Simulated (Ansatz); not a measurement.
Reaction (cleavage of the Sn–B bond): `F[B](F)[SnH3]` + H–F → `[F][SnH3]` + `FBF`

Calculated with Ansatz (gas phase, PBE0-D4/def2-TZVP geometries, no zero-point term in ΔE). CCSD(T)/CBS is the MP2 limit (def2-TZVPP, def2-QZVPP) plus CCSD(T) − MP2 in def2-TZVPP, frozen cores. This one scheme is used for every species. DFT in def2-TZVPP. def2 core potentials past Kr. For Sn outer-core shells are correlated without core-valence functions, which leaves a few kJ/mol of doubt a bond.

`F[B](F)[SnH3]`:

Cartesian coordinates in Å:
```
F -1.381 0.445 -1.831
B -0.258 -0.019 -1.325
F 0.616 -0.510 -2.181
Sn 0.165 0.018 0.901
H -1.138 0.708 1.755
H 1.574 0.928 1.210
H 0.421 -1.569 1.471
```

H–F:

Z-matrix (Å, degrees):
```
F
H 1 0.920
```

`[F][SnH3]`:

```xyz
5

F    -0.747   -1.330    0.957
Sn    0.052    0.093   -0.067
H    -0.516    1.521    0.661
H    -0.518   -0.142   -1.652
H     1.728   -0.142    0.101
```

`FBF`:

Z-matrix (Å, degrees):
```
B
F 1 1.313
F 1 1.313 2 118.1
H 1 1.191 2 121.0 3 180.0
```

Question: Is it downhill or uphill in electronic energy at CCSD(T)/CBS, and by how much? (An estimate is asked.)

Answer: Ansatz gave: Downhill: ΔE = -66.2 kJ/mol.

Question: What do these levels give: revPBE-D4, LC-ωPBE, HF/def2-SVP, MP2/def2-SVP, HF/def2-QZVPP, SCS-MP2/def2-QZVPP? (An estimate is asked.)

Answer: The calculation gave: revPBE-D4 -62.4, LC-ωPBE -71.3, HF/def2-SVP -91.2, MP2/def2-SVP -82.0, HF/def2-QZVPP -98.2, SCS-MP2/def2-QZVPP -76.0 kJ/mol.

Largest T1 diagnostic among the species: 0.014.

Leaving LDA and LC-ωPBE aside and taking each functional with its dispersion term where it has one, the values, not all of them listed here, spread over 25.1 kJ/mol, from B97M-V to HSE06-D4. LDA lies +16.0 kJ/mol from PBE without D4. In def2-TZVPP, CCSD(T) changes the Hartree–Fock value by +32.4 kJ/mol (the triples alone add +2.4 kJ/mol) and MP2 by +31.3 kJ/mol.
